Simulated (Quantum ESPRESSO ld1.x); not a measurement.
Results of a calculation; reference values are marked as such.
Question: The aim is the tungsten ion W+ in [Xe] 4f14 5d4 6s1. This ld1.x (Quantum ESPRESSO 7.5) run was made with `OMP_NUM_THREADS=1 ld1.x < ld1.in > ld1.out`. Can the result be used? Name any fault.

```
 &input
    zed=74.0,
    iswitch=1,
    rel=2,
    dft='R2SCAN',
    config='[Xe] 4f14 5d4 6s1',
    lsmall=.true.,
    prefix='ld1',
    max_out_wfc=37,
    file_charge='ld1.rho',
 /
```

Output (excerpt):

```
     Program LD1 v.7.5 starts

 %%%%%%%%%%%%%%%%%%%%%%%%%%%%%%%%%%%%%%%%%%%%%%%%%%%%%%%%%%%%%%%%%%%%%%%%%%%%%%
     Error in routine set_dft_from_name (2):
     libxc needed for this functional
 %%%%%%%%%%%%%%%%%%%%%%%%%%%%%%%%%%%%%%%%%%%%%%%%%%%%%%%%%%%%%%%%%%%%%%%%%%%%%%

     stopping ...
```

Answer: No (refused). The line at issue: dft='R2SCAN'. The program stops in set_dft_from_name with "libxc needed for this functional": this build has no Libxc. The sound input gives -16165.62 hartree.
